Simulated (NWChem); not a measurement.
# GaHSeF2; SMILES [F][Ga]([F])[SeH]

```xyz
5

Ga    -0.0118     0.7598     0.0000
F     -1.4874     1.7175     0.0000
F      1.4857     1.6870     0.0000
Se    -0.0316    -1.5487     0.0000
H      1.4548    -1.5377     0.0000
```
Atoms are numbered in this order, from 1.

Program: NWChem. Pople sets run with spherical d functions. Medium grid unless said otherwise, to which SCAN and Minnesota functionals are sensitive. Geometry: optimised at PBE-D3(BJ)/def2-SVP.

Question: Order these by “highest occupied level (eV)”, lowest first: PBE/6-31G*; TPSSh/6-31G*; B3LYP/6-31G*; BHandHLYP/6-31G*.

Answer: BHandHLYP/6-31G* (-9.07), B3LYP/6-31G* (-7.77), TPSSh/6-31G* (-7.41), PBE/6-31G* (-6.82)
